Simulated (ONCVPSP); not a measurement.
## Reading a pseudo-wave (Zr)

Columns: radius, all-electron u(r) and pseudo u(r) of the 4s shell (level -54.50 eV) of zirconium in the configuration [Ar] 3d10 4s2 4p6 4d2 5s2; PBE, scalar-relativistic, ONCV scheme, ONCVPSP 4.0.1.

| r (bohr) | all-electron | pseudo |
| --- | --- | --- |
| 0.140 | 0.2849 | 0.1785 |
| 0.280 | -0.4590 | 0.3535 |
| 0.420 | -0.4537 | 0.5196 |
| 0.560 | 0.0380 | 0.6694 |
| 0.700 | 0.5365 | 0.7933 |
| 0.840 | 0.8683 | 0.8820 |
| 0.980 | 1.0247 | 0.9288 |
| 1.120 | 1.0475 | 0.9311 |
| 1.260 | 0.9858 | 0.8920 |
| 1.400 | 0.8796 | 0.8198 |
| 1.540 | 0.7567 | 0.7256 |
| 1.680 | 0.6343 | 0.6214 |
| 1.820 | 0.5217 | 0.5177 |
| 1.960 | 0.4229 | 0.4222 |
| 2.100 | 0.3391 | 0.3391 |
| 2.240 | 0.2696 | 0.2696 |
| 2.380 | 0.2129 | 0.2129 |
| 2.520 | 0.1673 | 0.1673 |
| 2.660 | 0.1309 | 0.1308 |
| 2.800 | 0.1020 | 0.1020 |
| 2.940 | 0.0793 | 0.0793 |
| 3.080 | 0.0615 | 0.0615 |
| 3.220 | 0.0476 | 0.0476 |
| 3.360 | 0.0367 | 0.0367 |
| 3.500 | 0.0283 | 0.0283 |
| 3.640 | 0.0218 | 0.0218 |

**Question.** How many radial nodes do the two functions have?

**Answer.** The all-electron 4s function has n − l − 1 = 3 (the table is too coarse to show those close to the nucleus); the pseudo-wave has 0, since the states of the same l below it are removed with the core.

**Question.** At about which radius was the pseudo-wave matched?

**Answer.** 2.20 bohr, where the columns begin to agree (steps of 0.14 bohr).

**Question.** Where does each function peak?

**Answer.** Outermost all-electron maximum near 1.12 bohr, pseudo maximum near 1.12 bohr (to the table’s step).

**Question.** Is the pseudo-wave norm-conserving?

**Answer.** Yes: the ONCV scheme keeps the norm inside the radius equal to the all-electron one, which fixes the energy derivative of the logarithmic derivative at the level.
